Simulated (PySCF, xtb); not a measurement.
## CH4BrSi+: 3 structures ranked

3 gas-phase structures of CH4BrSi+, found in a search over its isomers (lower ones may exist). Each was relaxed with GFN2-xTB:

A. a singlet given by its coordinates
B. `[SiH3][CH+]Br`, a singlet
C. `C[SiH+]Br`, a singlet

A (Å):

```xyz
7

C    -2.2150   -0.7230    0.8303
Br   -2.1133    1.2746    0.7570
Si   -1.8310   -0.6887   -1.0136
H    -3.2128   -1.0022    1.1676
H    -1.4600   -1.0787    1.5310
H    -2.9644   -0.5521   -1.9155
H    -0.4260   -0.6624   -1.3888
```

Close contacts (Å): C1–Br2 2.00, C1–Si3 1.88, Br2–Si3 2.66, C1–H4 1.09, C1–H5 1.09, Si3–H6 1.45, Si3–H7 1.45.

Q: Make a reasoned guess at their ranking by r2SCAN-D4/def2-SVP single-point energy.

A: Calculated order at r2SCAN-D4/def2-SVP: C (0.000), A (1.539), B (2.950) eV.

Energies above the lowest of each column, in eV; the last columns are at PBE0-D4/def2-SVP geometries:

```
structure  GFN2-xTB  HF/STO-3G  r2SCAN-D4/def2-SVP  PBE0-D4/def2-SVP  CCSD(T)/def2-SVP + ΔMP2/def2-TZVPP
        C     0.000      0.000               0.000             0.000                               0.000
        A     1.499      1.476               1.539             1.349                               1.232
        B     3.343      2.808               2.950             3.078                               2.927
```

Every level run on C puts it lowest or level with the lowest. The ΔMP2 step shifts differences by up to 0.158 eV, which makes them less sure. Large T1 diagnostics make some coupled-cluster values less sure. ΔMP2 is the change of the MP2 energy from the smaller to the larger basis.

Programs: PySCF 2.14.0, xtb 6.7.1.
